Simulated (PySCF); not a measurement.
C₂H₂N, SMILES [CH2]C#N, doublet (PBE0/def2-SVP optimised geometry):

```
5

C     -1.004     0.000     0.000
C      0.380     0.000     0.000
N      1.552     0.000     0.000
H     -1.552    -0.944     0.000
H     -1.552     0.944     0.000
```

Method: unrestricted PBE0/def2-TZVP run with PySCF 2.14.0.

Problem. What are the frontier orbital energies (α orbitals alone; a β orbital can be the lowest empty one) and the dipole moment?

Solution. HOMO-2 -10.96 eV, HOMO-1 -9.80 eV, HOMO -7.78 eV, LUMO 0.32 eV, LUMO+1 1.16 eV; dipole moment 3.52 D.

On the same geometry unrestricted PBE/def2-TZVP in PySCF 2.14.0 gives HOMO-2 -9.05 eV, HOMO-1 -8.44 eV, HOMO -6.39 eV, LUMO -0.82 eV, LUMO+1 0.35 eV; dipole moment 3.39 D.

Meta-Löwdin charges at PBE0/def2-TZVP: C1 -0.24, C2 0.11, N3 -0.20, H4 0.17, H5 0.17.
